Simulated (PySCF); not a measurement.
**NMR data sheet: C₆H₁₂ClFO**

```
Formula                               : C6H12ClFO
SMILES                                : CC(C)O[C@@H](C)[C@H](F)Cl
Point group of the computed structure : C1
Degrees of unsaturation               : 0
Carbon signals                        : 6
Proton signals                        : 6
```

Molfile (atoms numbered from 1):
```
C6H12ClFO
     RDKit          3D

 21 20  0  0  0  0  0  0  0  0999 V2000
   -2.0978    0.9734   -0.8950 C   0  0  0  0  0  0  0  0  0  0  0  0
   -1.1998    0.3465    0.1495 C   0  0  0  0  0  0  0  0  0  0  0  0
   -1.8081   -0.8886    0.7929 C   0  0  0  0  0  0  0  0  0  0  0  0
    0.0162    0.0182   -0.5062 O   0  0  0  0  0  0  0  0  0  0  0  0
    1.1515   -0.1289    0.2959 C   0  0  1  0  0  0  0  0  0  0  0  0
    1.8415   -1.4410   -0.0294 C   0  0  0  0  0  0  0  0  0  0  0  0
    2.0815    1.0483    0.0258 C   0  0  2  0  0  0  0  0  0  0  0  0
    3.2372    0.8975    0.7143 F   0  0  0  0  0  0  0  0  0  0  0  0
    1.3272    2.5954    0.5008 Cl  0  0  0  0  0  0  0  0  0  0  0  0
   -2.2922    0.2593   -1.7100 H   0  0  0  0  0  0  0  0  0  0  0  0
   -3.0604    1.2733   -0.4556 H   0  0  0  0  0  0  0  0  0  0  0  0
   -1.6113    1.8617   -1.3221 H   0  0  0  0  0  0  0  0  0  0  0  0
   -0.9904    1.0998    0.9317 H   0  0  0  0  0  0  0  0  0  0  0  0
   -1.1302   -1.3242    1.5434 H   0  0  0  0  0  0  0  0  0  0  0  0
   -2.0107   -1.6546    0.0284 H   0  0  0  0  0  0  0  0  0  0  0  0
   -2.7526   -0.6427    1.3013 H   0  0  0  0  0  0  0  0  0  0  0  0
    0.8963   -0.0987    1.3721 H   0  0  0  0  0  0  0  0  0  0  0  0
    2.0676   -1.4906   -1.1053 H   0  0  0  0  0  0  0  0  0  0  0  0
    1.1718   -2.2771    0.2151 H   0  0  0  0  0  0  0  0  0  0  0  0
    2.7757   -1.5520    0.5375 H   0  0  0  0  0  0  0  0  0  0  0  0
    2.3048    1.1325   -1.0488 H   0  0  0  0  0  0  0  0  0  0  0  0
  1  2  1  0
  2  3  1  0
  2  4  1  0
  4  5  1  0
  5  6  1  0
  5  7  1  0
  7  8  1  0
  7  9  1  0
  1 10  1  0
  1 11  1  0
  1 12  1  0
  2 13  1  0
  3 14  1  0
  3 15  1  0
  3 16  1  0
  5 17  1  1
  6 18  1  0
  6 19  1  0
  6 20  1  0
  7 21  1  6
M  END
```

- NMR shieldings at B3LYP/pcSseg-1/GIAO
- PBE0-D3(BJ)/def2-SVP structure
- run in PySCF 2.14.0 with density-fitted response routines
- a single conformation, no solvent model, no relativistic terms, rapidly exchanging positions averaged

Shifts are taken against calculated references (same method and geometry level): 1H and 13C vs TMS; 19F vs CFCl3; 17O against H2O.

| carbon | δC, type | δH (multiplicity) | HMBC from (2–3 bonds) | span of the C tensor (ppm) |
| --- | --- | --- | --- | --- |
| C1 | 24.8, CH3 | 1.16 (d) | H13, H14/H15/H16 | 44 |
| C2 | 75.9, CH | 3.77 (m) | H17, H10/H11/H12, H14/H15/H16 | 78 |
| C3 | 22.4, CH3 | 1.04 (d) | H13, H10/H11/H12 | 42 |
| C5 | 79.7, CH | 2.98 (m) | H21, H13, H18/H19/H20 | 52 |
| C6 | 21.0, CH3 | 1.19 (d) | H21, H17 | 36 |
| C7 | 115.8, CH | 5.47 (m) | H17, H18/H19/H20 | 72 |

Other nuclei:
```json
{"atoms": "F8", "nucleus": "19F", "environment": "fluorine on an sp3 carbon", "δ (ppm)": "-157.5", "σ (ppm)": "329.4"}
{"atoms": "O4", "nucleus": "17O", "environment": "ether oxygen", "δ (ppm)": "88.3", "σ (ppm)": "245.7"}
```

1. Carbon types of the structure: 3 × CH, 3 × CH3, which accounts for all hydrogens.
2. δC 115.8: sp3 CH bonded to Cl and F; 2 electronegative neighbours deshield it.
3. δC 79.7, 75.9: sp3 CH bonded to O; pulled downfield by the heteroatom.
4. δC 24.8, 22.4, 21.0: methyl carbon; saturated and bonded to C and H only.
5. δH 5.47: hydrogen on an sp3 CH bonded to Cl and F; its carbon carries Cl and F, hence the downfield position.
6. δH 3.77, 2.98: hydrogen on an sp3 CH bonded to O; its carbon carries O, which withdraws density.

Carbons that carry Cl, above all several Cl atoms, come out too deshielded, partly because spin–orbit coupling is missing. Splittings by 19F in the carbon and heteronuclear signals aren't shown, as no couplings were computed. Shifts are as computed. Against solution values, carbons near 30 ppm lie about +2 ppm off and those near 130 ppm about +6 ppm. Of 1211 compounds with measured shifts, 218 miss one by over three times the rms of a fit or turn the order of signals round; such compounds aren't used in these exercises. Unscaled 19F shifts against computed CFCl3 carry errors that often reach 10 to 50 ppm. Experimental scales use liquid or dissolved standards, which lie at an offset from isolated H2O (liquid H2O: subtract about 36 ppm). Multiplicities follow the n + 1 count of equivalent neighbours, as no J values were calculated; m marks all less simple cases, F and P coupling included.
